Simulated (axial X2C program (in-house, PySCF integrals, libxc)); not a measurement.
## Spectroscopic constants of CoAs

Computed with an axial X2C code built on PySCF integrals. Spin-free means the one-electron spin-free X2C Hamiltonian; two-component (2c) means X2C with spin–orbit coupling and atomic mean-field two-electron Coulomb and Gaunt terms, so the difference of the two also holds small scalar two-electron terms. Basis: As dyall-cv3z [9s9p6d4f1g], Co dyall-cv3z [9s10p6d3f2g] (cores contracted in-house); Gaussian nuclei, density fitting, unrestricted open shells. Masses: As 74.922 u, Co 58.933 u.

Input file and command:
```json
{
 "zs": [
  33,
  27
 ],
 "q": 0,
 "bas": [
  "dyall-cv3z",
  "dyall-cv3z"
 ],
 "levels": [
  "PBE0",
  "HF",
  "TPSSh"
 ],
 "cc": true,
 "r0": 2.32,
 "thr": -2.0,
 "nmax": 90,
 "npts": 10,
 "nst": 2,
 "ntry": 6
}
```
```bash
python so2c.py task.json out
```

Keys: zs atomic numbers; q charge; bas basis sets; levels methods; cc coupled cluster on or off; r0 starting distance in Å; thr threshold in hartree for freezing inner shells (an s shell follows its p shell); nmax most natural virtual spinors; npts points on the curve; nst determinants followed; ntry starts of the search. HF also brings MP2.

State, spin-free: M_S = 2, Λ = 2 (beyond evenly filled blocks: σα, π+α, π-α, δ+α, δ+β, δ-α); electrons by block: σα: 14, σβ: 13, π+α: 7, π+β: 6, π-α: 7, π-β: 6, δ+α: 2, δ+β: 2, δ-α: 2, δ-β: 1. Fragments: As + Co.

State, 2c: Ω = 4 (⟨Sz⟩ = 2.00, ⟨Lz⟩ = 2.00 at PBE0); electrons by block: 1/2: 20, -1/2: 20, 3/2: 9, -3/2: 8, 5/2: 2, -5/2: 1. Fragments: As + Co.

```tsv
Hamiltonian	level	Re (Å)	ωe (cm⁻¹)	αe (cm⁻¹)	De (eV)	D0 (eV)	μ (D)
spin-free	PBE0	2.213	295.8	0.000517	1.83	1.82	3.53
spin-free	HF	2.435	225.9	0.00036	-1.58	-1.59	5.43
spin-free	MP2	2.213	274.3	0.000546	1.37	1.35	n/a
spin-free	TPSSh	2.185	308.9	0.000508	2.24	2.22	3.41
2c	PBE0	2.214	295.4	0.000517	n/a	n/a	3.53
2c	HF	2.436	225.7	0.000362	n/a	n/a	5.43
2c	MP2	2.215	274.2	0.000548	n/a	n/a	n/a
2c	TPSSh	2.186	308.6	0.000508	n/a	n/a	3.41
```

Correlated methods: 14 electrons correlated (number of frozen shells: As 3 s, 2 p, 1 d; Co 3 s, 2 p), 284 virtual spin orbitals or spinors in MP2.

Dipoles are positive if Co is the positive end.

The state is one determinant whose occupation by symmetry is held fixed; it was picked as the lowest of a PBE0 search that is not exhaustive. De is counted from the lowest determinant-based energies of the atoms at the same level, without counterpoise correction. De is not given where an atomic determinant may have missed its ground term or J level, or where the truncated virtual space spoils (T). Density functionals use the spin component along the axis (collinear). Other states lie close and PBE0, whose exact exchange favours high spin, may order them wrongly; the determinant shown need not be the ground state. The nearest other spin-free determinant of the search, M_S = 2, Λ = 3, lies 0.36 eV up at the distance of the search. The functionals have no current-density term, which raises determinants with orbital currents, atoms included. With several unpaired electrons one determinant need not be a pure state. Open-shell Ω = 0 determinants with evenly filled partner blocks cannot be reached by this program, so the Ω shown need not be the lowest component. Some points did not converge and are left out. The stretched end of a curve changes character and is left out.

Rough cost a point (2c) on 1 thread(s) of a shared host, integrals apart: PBE0 1.5 s, HF 1.3 s, TPSSh 2.3 s.

The whole task took 4.4 min on 1 thread of Arm Neoverse V1 (shared host).
